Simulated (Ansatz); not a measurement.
Species: C4H2BrSe, charge 0, multiplicity 2. It need not be the lowest isomer of its formula. 
Geometry from a B3LYP-D3(BJ)/def2-TZVP (Ansatz, a program for electronic structure) optimisation:
```xyz
8

Br     2.1252    -1.0538    -0.3044
C      0.3815    -0.3343    -0.1118
C      0.1237     0.8938     0.3584
Se    -1.6794     1.3294     0.4361
C     -1.9635    -0.4026    -0.2607
C     -0.8025    -1.0717    -0.4638
H     -2.9655    -0.7521    -0.4504
H     -0.7530    -2.0774    -0.8572
```
Charge 0, spin multiplicity 2.

Basis-set convergence of Hartree-Fock and CCSD correlation energies (hartree) with Ansatz. Cores are frozen in the correlated levels unless marked. Open shells are spin-unrestricted. No spin-orbit coupling. Frozen are the shells of the preceding noble gas and the d and f shells that filled before the atom's block. Non-relativistic.

The UHF reference is spin-contaminated (<S^2> 0.45 over the pure value in the largest basis). 

| basis | functions | E(HF) | E(corr, CCSD) |
|---|---|---|---|
| cc-pVDZ | 120 | -5124.74298 | -0.75136 |
| cc-pVTZ | 234 | -5124.93547 | -0.92950 |
| cc-pVQZ | 416 | -5124.95111 | -0.98897 |

Extrapolating the two largest sets (X = 3 and 4) as X^-3: E(corr) = (64·(-0.98897) - 27·(-0.92950))/37 = -1.0324 Eh, an estimate of the basis-set limit. The largest set recovers 95.8 % of it, the smallest 72.8 %.
